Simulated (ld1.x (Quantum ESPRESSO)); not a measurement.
# cadmium: excitation energies, all-electron against TM

Cd, norm-conserving Troullier–Martins (Kleinman–Bylander form), made with ld1.x (Quantum ESPRESSO) 7.5 (Wu–Cohen, scalar-relativistic). Core [Ar] 3d10, reference 4s2 4p6 4d10 5s2 5p0. Waves: 4p (bound): rc 1.65 bohr; 4d (bound): rc 1.25 bohr; 4s (bound): rc 1.35 bohr. Local part: the s channel. Core correction: none.

Occupied shells without a wave of their own: 5s. They enter only through the test configuration that unscreens the potential.

Energies are relative to the spin-unpolarised reference configuration 4s2 4p6 4d10 5s2 5p0; without spin polarisation the order of configurations can differ from experiment.

```
 valence configuration  charge  ΔE all-electron (eV)  error AE − PS (meV)
  4s2 4p6 4d10 5s1 5p0      +1                 9.313                -1875
   4s2 4p6 4d9 5s0 5p0      +3                64.426                -6436
  4s2 4p5 4d10 5s2 5p0      +1                74.166                 +8.2
4s2 4p6 4d10 5s1.5 5p0    +0.5                 3.734                 -830
  4s1 4p6 4d10 5s2 5p0      +1               113.466                  +17
```

**Question.** What are ΔE and the potential's error for 4s2 4p6 4d10 5s0 5p0?

**Answer.** ΔE = 26.404 eV all-electron; the error (AE − PS) is -4663 meV.

**Question.** What are ΔE and the potential's error for 4s2 4p6 4d10 5s0 5p2?

**Answer.** ΔE = 9.835 eV all-electron; the error (AE − PS) is -2641 meV.

These tests converged, but a pseudo level misses the all-electron one widely, so the file describes the atom poorly there or has found another state: 4s2 4p6 4d10 5s1 5p0: 5s by 2.3 eV; 4s2 4p6 4d10 5s0 5p0: empty 5s by 3.3 eV; 4s2 4p6 4d9 5s0 5p0: empty 5s by 4.3 eV; 4s2 4p5 4d10 5s2 5p0: 5s by 2.3 eV; 4s2 4p6 4d10 5s1.5 5p0: 5s by 1.9 eV; 4s1 4p6 4d10 5s2 5p0: 5s by 2.4 eV. The 5s level has no wave, so the channel is fitted at the deeper level alone: the likely source of the large errors.

The potential misses its own reference levels by up to 1.5 eV, so it is not fit for use.
